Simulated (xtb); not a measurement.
Mg(I)(SiH3) (H₃IMgSi), SMILES [SiH3][Mg][I]. All values are semi-empirical tight-binding results from xtb (GFN2-xTB unless named), good for trends rather than for accurate numbers. Coordinates come from a GFN2-xTB optimisation.

The geometry has at least one imaginary mode, so it is a saddle point at that level.

For metal compounds this method's bond lengths and energies can be far off.

```yaml
point_group_as_xtb_finds_it: Cs
orbital_gap: 3.44 eV
```
